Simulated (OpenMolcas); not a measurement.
Pd2+ (d8) among equal point charges was computed by CASSCF with the d shell active (OpenMolcas, ANO-RCC-VDZP on the metal). Its lowest spin-free states, and all those of the highest spin:

```csv
2S+1,Degeneracy,E (cm-1)
3,3,0.0
3,3,1290
3,1,2861
1,3,12624
1,2,13160
3,3,14957
1,3,19083
1,3,19801
1,2,19928
1,1,20050
1,1,47322
```

Q: Is the site octahedral, tetrahedral or cube-like, axial, or of lower symmetry?

A: The states with 2S+1 = 3 have orbital degeneracies 3, 3, 1, 3. Threefold states need a cubic site. For d8 at this spin an octahedron puts the single A2 below the threefold T2 and a tetrahedron or cube puts the threefold T1 below the threefold T2, so the site is a tetrahedron or a cube, which this pattern cannot tell apart. The run had Pd2+ among 4 point charges of -1.25 e arranged as a tetrahedron (Td), 2.21 Å from the ion.

An orbital triplet at a regular site is open to Jahn-Teller coupling, which can distort the site and quench the lowest spin-orbit gaps and is left out. Without dynamic correlation the repulsion within the d shell is too large (B by tens of per cent), so at a given field states of lower spin stand too high. Real 4d8 and 5d8 ions are as a rule square planar and diamagnetic. The ground term spreads over less than 5000 cm-1, several times less than with real ligands, so orbital moments are less quenched and χT lies further from the spin-only value than at real sites. This is an electrostatic model: the charges have no orbitals. No measured value stands beside these numbers.
